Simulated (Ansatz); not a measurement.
`C[SiH](Cl)C#CO` from Hartree–Fock to CCSD(T)

```xyz
11

C    -1.178   -0.293    1.549
Si   -0.930   -0.247   -0.289
Cl   -1.292   -2.131   -1.057
C     0.751    0.254   -0.704
C     1.881    0.584   -0.980
O     3.107    0.928   -1.205
H    -0.471   -0.986    2.011
H    -2.192   -0.616    1.791
H    -1.015    0.701    1.973
H    -1.896    0.658   -0.953
H     3.235    1.147   -2.136
```

Total charge 0; spin multiplicity 1. All single points use the PBE0-D4/def2-TZVP geometry. It is one conformer, not always the lowest. Frozen core, restricted reference, the Gaussian-basis code of Ansatz. CBS rows extrapolate triple and quadruple zeta; past MP2 they add the triple-zeta difference.

| basis | HF (Eh) | MP2 corr. | CCSD corr. | (T) | CCSD(T) total |
| --- | --- | --- | --- | --- | --- |
| def2-TZVPP | ? | ? | -1.05806 | -0.04758 | ? |
| def2-QZVPP | -939.95040 | -1.09406 | – | – | – |
| CBS(def2) | ? | -1.15250 | ? | as TZ | ? |

Question: Fill in the withheld values. (Estimate.)

Answer: Ansatz gave: def2-TZVPP HF (Eh): -939.92032; def2-TZVPP MP2 corr.: -1.01517; def2-TZVPP CCSD(T) total: -941.02596; CBS(def2) HF (Eh): -939.95454; CBS(def2) CCSD corr.: -1.19540; CBS(def2) CCSD(T) total: -941.19752.
